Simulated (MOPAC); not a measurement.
MOPAC input (MNDO):

```
MNDO PRECISE GNORM=0.05 LET XYZ UHF MS=0.5 GEO-OK AUX(PRECISION=9) THREADS=1
C3H3O

C     1.90141300 1   -0.05217600 1   -0.09442400 1
C     0.70093400 1   -0.25253800 1   -0.02282800 1
C    -0.65139300 1   -0.45644500 1    0.05670400 1
O    -1.55756700 1    0.56053700 1    0.05076000 1
H     2.94865400 1    0.11205700 1   -0.15633800 1
H    -1.10509700 1   -1.43199200 1    0.12996600 1
H    -1.08874900 1    1.40259100 1   -0.01642000 1
```

Output:

```
 *******************************************************************************
 **                                                                           **
 **                              MOPAC v23.2.5                                **
 **                                                                           **
 *******************************************************************************
 ** MOPAC's Digital Object Identifier: https://doi.org/10.5281/zenodo.6511958 **
 **                                                                           **
 ** Please cite the open-source release paper for use of this MOPAC version:  **
 ** J. E. Moussa and J. J. P. Stewart (2026)                                  **
 ** MOPAC: An open-source semiempirical molecular orbital program             **
 ** J. Open Source Softw., 11(119), 8025, https://doi.org/10.21105/joss.08025 **
 *******************************************************************************

                              MNDO CALCULATION RESULTS

 *******************************************************************************
 *  MNDO       - The MNDO Hamiltonian to be used
 *  GEO-OK     - OVERRIDE INTERATOMIC DISTANCE AND OTHER SAFETY CHECKS
 *  UHF        - UNRESTRICTED HARTREE-FOCK CALCULATION
 *  MS=        - IN MECI, MAGNETIC COMPONENT OF SPIN =  0.5
 *  LET        - OVERRIDE SOME SAFETY CHECKS
 *  PRECISE    - TIGHTER CRITERIA TO BE USED
 *  XYZ        - CARTESIAN COORDINATE SYSTEM TO BE USED
 *  GNORM      - EXIT WHEN GRADIENT NORM DROPS BELOW 0.050
 *  AUX        - OUTPUT AUXILIARY INFORMATION
 *******************************************************************************
MNDO PRECISE GNORM=0.05 LET XYZ UHF MS=0.5 GEO-OK AUX(PRECISION=9) THREADS=1
 C3H3O

   ATOM   CHEMICAL          X               Y               Z
  NUMBER   SYMBOL      (ANGSTROMS)     (ANGSTROMS)     (ANGSTROMS)

     1       C          1.90141300  *  -0.05217600  *  -0.09442400  *
     2       C          0.70093400  *  -0.25253800  *  -0.02282800  *
     3       C         -0.65139300  *  -0.45644500  *   0.05670400  *
     4       O         -1.55756700  *   0.56053700  *   0.05076000  *
     5       H          2.94865400  *   0.11205700  *  -0.15633800  *
     6       H         -1.10509700  *  -1.43199200  *   0.12996600  *
     7       H         -1.08874900  *   1.40259100  *  -0.01642000  *

          CARTESIAN COORDINATES

    NO.       ATOM           X           Y           Z

     1         C          1.9014     -0.0522     -0.0944
     2         C          0.7009     -0.2525     -0.0228
     3         C         -0.6514     -0.4564      0.0567
     4         O         -1.5576      0.5605      0.0508
     5         H          2.9487      0.1121     -0.1563
     6         H         -1.1051     -1.4320      0.1300
     7         H         -1.0887      1.4026     -0.0164

  H: (MNDO): M.J.S. DEWAR, W. THIEL, J. AM. CHEM. SOC., 99, 4899, (1977)
  C: (MNDO): M.J.S. DEWAR, W. THIEL, J. AM. CHEM. SOC., 99, 4899, (1977)
  O: (MNDO): M.J.S. DEWAR, W. THIEL, J. AM. CHEM. SOC., 99, 4899, (1977)

           Empirical Formula: C3 H3 O  =     7 atoms

      MOLECULAR POINT GROUP   :   Cs

          UHF CALCULATION, NO. OF ALPHA ELECTRONS =   11
                           NO. OF BETA  ELECTRONS =   10

          Geometry optimization using EF

          DIAGONAL MATRIX USED AS START HESSIAN

 CYCLE:     1  GRAD.:    73.618 HEAT:  15.31404
 CYCLE:     2  GRAD.:   680.311 HEAT:  62.55067
 CYCLE:     3  GRAD.:   519.197 HEAT:  49.32645
 CYCLE:     4  GRAD.:   177.364 HEAT:  21.28682
 CYCLE:     5  GRAD.:   525.124 HEAT:  46.74719
 CYCLE:     6  GRAD.:   454.734 HEAT:  35.87689
 CYCLE:     7  GRAD.:   354.856 HEAT:  33.24813
 CYCLE:     8  GRAD.:   212.281 HEAT:  27.75079
 CYCLE:     9  GRAD.:   339.591 HEAT:  30.65203
 CYCLE:    10  GRAD.:    86.643 HEAT:  16.98468
 CYCLE:    11  GRAD.:   120.165 HEAT:  20.55000
 CYCLE:    12  GRAD.:   105.857 HEAT:  17.55785
 CYCLE:    13  GRAD.:   217.290 HEAT:  23.20817
 CYCLE:    14  GRAD.:    27.929 HEAT:  14.22885
 CYCLE:    15  GRAD.:    15.157 HEAT:  14.16329
 CYCLE:    16  GRAD.:     7.623 HEAT:  13.98440
 CYCLE:    17  GRAD.:     2.739 HEAT:  13.96374
 CYCLE:    18  GRAD.:     1.416 HEAT:  13.95491
 CYCLE:    19  GRAD.:     1.709 HEAT:  13.93625
 CYCLE:    20  GRAD.:     0.911 HEAT:  13.93280
 CYCLE:    21  GRAD.:     0.243 HEAT:  13.93244
 CYCLE:    22  GRAD.:     0.092 HEAT:  13.93240
 CYCLE:    23  GRAD.:     0.021 HEAT:  13.93240

     GRADIENT =  0.02060 IS LESS THAN CUTOFF =  0.05000

 -------------------------------------------------------------------------------
 MNDO PRECISE GNORM=0.05 LET XYZ UHF MS=0.5 GEO-OK AUX(PRECISION=9) THREADS=1
 C3H3O

     GEOMETRY OPTIMISED USING EIGENVECTOR FOLLOWING (EF).
     SCF FIELD WAS ACHIEVED

                              MNDO CALCULATION
                                                       MOPAC v23.2.5 Linux

          FINAL HEAT OF FORMATION =         13.93240 KCAL/MOL =      58.29315 KJ/MOL

          COSMO AREA              =         95.61 SQUARE ANGSTROMS
          COSMO VOLUME            =         76.99 CUBIC ANGSTROMS

          GRADIENT NORM           =          0.02060          =       0.00778 PER ATOM
          IONIZATION POTENTIAL    =          8.443575 EV
          ALPHA SOMO LUMO (EV)    =         -8.444  1.529
          BETA  SOMO LUMO (EV)    =        -11.078  0.632
          NO. OF ALPHA ELECTRONS  =         11
          NO. OF BETA  ELECTRONS  =         10
          MOLECULAR WEIGHT        =         55.0561         POINT GROUP:  Cs

          MOLECULAR DIMENSIONS (Angstroms)

            Atom       Atom       Distance
            H     5    O     4     4.56516
            H     7    H     6     2.83020
            C     2    H     6     0.00000

          SCF CALCULATIONS        =         24

   ATOM   CHEMICAL          X               Y               Z
  NUMBER   SYMBOL      (ANGSTROMS)     (ANGSTROMS)     (ANGSTROMS)

     1       C          1.92015085  *  -0.07827834  *  -0.09404027  *
     2       C          0.72070596  *  -0.21850066  *  -0.02558588  *
     3       C         -0.65543552  *  -0.43504696  *   0.05581133  *
     4       O         -1.57125172  *   0.54981089  *   0.05200983  *
     5       H          2.96138945  *   0.04623865  *  -0.15360880  *
     6       H         -1.07893932  *  -1.43886922  *   0.12898407  *
     7       H         -1.19210307  *   1.41676175  *  -0.01186956  *

                             CARTESIAN COORDINATES

   1    C        1.920150849    -0.078278344    -0.094040269
   2    C        0.720705964    -0.218500664    -0.025585880
   3    C       -0.655435517    -0.435046956     0.055811332
   4    O       -1.571251724     0.549810887     0.052009833
   5    H        2.961389446     0.046238653    -0.153608802
   6    H       -1.078939316    -1.438869223     0.128984066
   7    H       -1.192103071     1.416761754    -0.011869557

           Empirical Formula: C3 H3 O  =     7 atoms

      MOLECULAR POINT GROUP   :   Cs

          ALPHA EIGENVALUES
 -43.19579 -35.85334 -27.77770 -21.01390 -17.75386 -16.30591 -14.65942 -13.80851
 -11.75214 -11.11138  -8.44357   1.52867   1.93766   3.84307   4.13389   5.16422
   5.35689   6.84303   7.33852

           BETA EIGENVALUES
 -42.72526 -35.70059 -26.79150 -20.85293 -17.56995 -16.16359 -13.74054 -13.61833
 -11.19421 -11.07850   0.63215   1.65109   2.89419   4.26336   4.42298   5.47485
   5.62789   7.12511   7.46418

              NET ATOMIC CHARGES AND DIPOLE CONTRIBUTIONS

  ATOM NO.   TYPE          CHARGE      No. of ELECS.   s-Pop       p-Pop
    1          C          -0.105432        4.1054     1.23257     2.87286
    2          C          -0.170125        4.1701     1.18792     2.98221
    3          C           0.044901        3.9551     1.19729     2.75781
    4          O          -0.227398        6.2274     1.80168     4.42572
    5          H           0.160709        0.8393     0.83929
    6          H           0.104204        0.8958     0.89580
    7          H           0.193142        0.8069     0.80686
 DIPOLE           X         Y         Z       TOTAL
 POINT-CHG.     0.654     0.154    -0.041     0.673
 HYBRID         0.723     0.415    -0.058     0.835
 SUM            1.376     0.569    -0.099     1.492

          ATOMIC ORBITAL ELECTRON POPULATIONS

     Atom    s        px        py        pz
    1  C   1.23257   0.91118   0.95313   1.00854
    2  C   1.18792   0.91161   1.04224   1.02836
    3  C   1.19729   0.79926   0.87175   1.08681
    4  O   1.80168   1.42675   1.12727   1.87170
    5  H   0.83929
    6  H   0.89580
    7  H   0.80686

                    (SZ)    =    0.500000
                    (S**2)  =    0.856471

          ATOMIC ORBITAL SPIN POPULATIONS

    Atom   Total    s     px     py     pz
         Atomic
    1  C  0.6119  0.033  0.029  0.159  0.391
    2  C -0.4987 -0.036 -0.042 -0.155 -0.266
    3  C  0.8717  0.047  0.039  0.034  0.752
    4  O  0.0955  0.005 -0.023 -0.005  0.118
    5  H -0.0304 -0.030
    6  H -0.0484 -0.048
    7  H -0.0015 -0.001

 **********************
 *                    *
 * JOB ENDED NORMALLY *
 *                    *
 **********************

 == MOPAC DONE ==
```

The geometry given is a B3LYP-D3(BJ)/def2-TZVP minimum.

The determinant is spin-contaminated: <S^2> is 0.86 against 0.75 for a pure state.
